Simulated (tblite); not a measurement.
C4H10Si (charge -1 and doublet state).
Structure used (GFN2-xTB), in Å, numbered top down from 1:
```xyz
15
C4H10Si angstrom
C     -1.9602    1.1285    0.0303
C     -0.8724    0.2631   -0.1126
C     -1.2106   -1.1808   -0.4227
Si     0.8295    0.8868   -0.2802
C      2.1220   -0.5182   -0.2489
H     -2.9791    0.7671    0.0722
H     -1.8076    2.1740    0.2497
H     -0.3152   -1.7992   -0.4780
H     -1.8644   -1.6013    0.3513
H     -1.7455   -1.2845   -1.3760
H      1.3933    1.7451   -1.4326
H      1.2034    1.8338    0.8416
H      3.0985   -0.1178    0.0143
H      2.2244   -1.0031   -1.2169
H      1.8793   -1.2854    0.4811
```

Computed values, GFN2-xTB/tblite, gas phase, harmonic and unscaled. This tight-binding method is rough: wavenumbers can miss measured ones by several per cent, in bad cases by 10 to 20. Modes of hydrogen on silicon can be 10 to 20 % off. One conformer, not necessarily the lowest. Open shells enter through the occupations alone, without spin polarisation, and single modes of such species can be off by tens of per cent.

Harmonic wavenumbers (cm⁻¹): 63.3, 95.8, 121.5, 170.8, 288.4, 308.2, 317.4, 358.3, 394.7, 481.3, 510.7, 664.3, 693.9, 771.5, 809.7, 840.5, 939.7, 953.9, 1005.2, 1020.0, 1244.0, 1360.1, 1376.2, 1396.1, 1481.0, 1506.7, 1507.6, 1531.9, 1550.7, 1554.6, 1784.0, 2849.9, 2894.8, 2994.1, 2997.0, 3005.1, 3008.1, 3021.8, 3047.6.

A = 6145, B = 2606, C = 1922 MHz; mass 86.055 u (most abundant isotopes); point group C1, symmetry number 1; spin multiplicity 2.

Problem. Zero-point energy?

Solution. ½Σν̃ = 25460 cm⁻¹ = 304.57 kJ/mol.

Problem. What is S at 400 K and 1 bar for an ideal gas of classical rigid rotors and harmonic oscillators?

Solution. Translation 170.52, rotation 115.58, vibration 130.02, spin (R ln 2) 5.76: S = 421.9 J/(mol K).

Problem. And Cp and H(400 K) − H(0)?

Solution. Cp = 165.32 J/(mol K), of which vibrations give 132.06 (their classical limit is 39 R = 324.3); H(400 K) − H(0) = 40.82 kJ/mol without the zero-point energy, 27.52 from vibrations.

Problem. What must be added to the electronic energy to get the Gibbs energy at 400 K and 1 bar?

Solution. ZPE + [H(400 K) − H(0)] − T·S = 304.57 + 40.82 − 168.76 = 176.63 kJ/mol.

Problem. How do the functions run with temperature in this model?

Solution. 
```tsv
T (K)	S (J/(mol K))	Cp (J/(mol K))	H − H(0) (kJ/mol)	G − H(0) (kJ/mol)	ln q(vib)
150	302.6	87.5	8.83	-36.56	2.13
250	355.2	120.8	19.27	-69.53	4.22
298.15	377.8	135.8	25.45	-87.18	5.24
600	498.2	211.8	78.78	-220.15	11.40
900	593.6	258.5	149.86	-384.42	17.02
```

q(vib) and H(0) count from the zero-point level.

Hindered rotation and anharmonicity are outside this model. Other conformers, if any are populated, would add a mixing term that is left out. The structure is chiral; the term R ln 2 for an equal mix with its mirror image is left out.
